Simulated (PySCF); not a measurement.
Radial density of Sc(2+) (scandium, charge +2)

UHF, [Ar] 3d1, 2D determinant. Calculation: PySCF 2.14, in aug-cc-pVTZ (8s7p5d3f2g, 93 functions); the non-relativistic Hamiltonian (point nucleus).

```json
{"r (bohr)": "0.00131", "4πr²ρ (e/bohr)": "0.1258", "4πr²(ρα − ρβ)": "0.0000"}
{"r (bohr)": "0.00220", "4πr²ρ (e/bohr)": "0.3427", "4πr²(ρα − ρβ)": "0.0000"}
{"r (bohr)": "0.00370", "4πr²ρ (e/bohr)": "0.9105", "4πr²(ρα − ρβ)": "0.0000"}
{"r (bohr)": "0.00622", "4πr²ρ (e/bohr)": "2.317", "4πr²(ρα − ρβ)": "0.0000"}
{"r (bohr)": "0.0105", "4πr²ρ (e/bohr)": "5.487", "4πr²(ρα − ρβ)": "-0.0001"}
{"r (bohr)": "0.0176", "4πr²ρ (e/bohr)": "11.52", "4πr²(ρα − ρβ)": "-0.0002"}
{"r (bohr)": "0.0296", "4πr²ρ (e/bohr)": "19.81", "4πr²(ρα − ρβ)": "-0.0004"}
{"r (bohr)": "0.0498", "4πr²ρ (e/bohr)": "24.74", "4πr²(ρα − ρβ)": "-0.0005"}
{"r (bohr)": "0.0838", "4πr²ρ (e/bohr)": "20.66", "4πr²(ρα − ρβ)": "-0.0006"}
{"r (bohr)": "0.141", "4πr²ρ (e/bohr)": "19.30", "4πr²(ρα − ρβ)": "0.0008"}
{"r (bohr)": "0.237", "4πr²ρ (e/bohr)": "26.30", "4πr²(ρα − ρβ)": "0.0221"}
{"r (bohr)": "0.399", "4πr²ρ (e/bohr)": "14.96", "4πr²(ρα − ρβ)": "0.1388"}
{"r (bohr)": "0.671", "4πr²ρ (e/bohr)": "7.062", "4πr²(ρα − ρβ)": "0.4199"}
{"r (bohr)": "1.13", "4πr²ρ (e/bohr)": "8.134", "4πr²(ρα − ρβ)": "0.6110"}
{"r (bohr)": "1.90", "4πr²ρ (e/bohr)": "1.881", "4πr²(ρα − ρβ)": "0.3641"}
{"r (bohr)": "3.19", "4πr²ρ (e/bohr)": "0.09284", "4πr²(ρα − ρβ)": "0.0628"}
{"r (bohr)": "5.37", "4πr²ρ (e/bohr)": "0.001444", "4πr²(ρα − ρβ)": "0.0014"}
```
